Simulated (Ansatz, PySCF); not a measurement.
Reaction (SMILES): [C-]#[N+]CC + 5 [H][H] (H2) -> 3 C (CH4) + N (NH3)
Geometries: B3LYP-D3(BJ)/def2-TZVP minima from Ansatz (a first-principles code).
Geometry of the first species:
```xyz
9

C     -1.5290     0.2840    -0.1251
C     -0.2976    -0.5526    -0.4537
N      0.8749    -0.0301     0.1651
C      1.8162     0.4197     0.6833
H     -1.4021     1.3088    -0.4729
H     -1.7052     0.3036     0.9501
H     -2.4041    -0.1449    -0.6144
H     -0.4263    -1.5820    -0.1143
H     -0.1245    -0.5812    -1.5311
```

Quantity: energy of full hydrogenation (enthalpy at 298 K, with B3LYP-D3(BJ) rigid-rotor harmonic-oscillator terms from PySCF), in kcal/mol. Valence correlation only, unless marked. No spin-orbit coupling. Non-relativistic. CBS(X,Y): correlation extrapolated as X^-3; Hartree-Fock from the larger set. The bracket is a focal-point correction in the basis named.

From measured enthalpies of formation at 298 K: -98.2 kcal/mol ([C-]#[N+]CC 33.9, CRC Handbook; [H][H] (H2) 0.0, ATcT 1.112; C (CH4) -17.8, ATcT 1.112; N (NH3) -10.9, ATcT 1.112). It holds spin-orbit effects, which the calculations lack, and core correlation, which the frozen-core levels lack. This is an older compilation, not checked against later work.

| level | program | energy of full hydrogenation (kcal/mol) | error against measurement |
|---|---|---|---|
| HF-D3(BJ)/def2-TZVPD | PySCF + dftd3 | -100.0 | -1.8 |
| RI-HF/aug-cc-pVQZ | Ansatz | -102.5 | -4.3 |
| PBE0/def2-SVP | Ansatz | -110.6 | -12.4 |
| TPSSh-D4/def2-TZVPD | PySCF + dftd4 | -94.8 | 3.4 |
| HSE06-D3(BJ)/def2-TZVPD | Ansatz + dftd3 | -109.1 | -10.9 |
| MP2/6-31G* | Ansatz | -84.1 | 14.1 |
| MP2/cc-pVTZ | Ansatz | -99.0 | -0.8 |
| SCS-MP2/STO-3G | Ansatz | -80.7 | 17.5 |
| SCS-MP2/aug-cc-pVDZ | Ansatz | -98.4 | -0.2 |
| SCS-MP2/aug-cc-pVTZ | Ansatz | -97.5 | 0.7 |
| SCS-MP2/cc-pVQZ | Ansatz | -97.2 | 1.0 |
| CCSD/6-31G | Ansatz | -84.9 | 13.3 |
| CCSD/cc-pVQZ | Ansatz | -103.0 | -4.8 |
| RI-MP2/CBS(aug-cc-pVTZ,aug-cc-pVQZ)+[CCSD(T)-MP2]/aug-cc-pVDZ | Ansatz | -99.5 | -1.3 |
| CCSD(T)/CBS(cc-pVTZ,cc-pVQZ) | Ansatz | -100.5 | -2.3 |
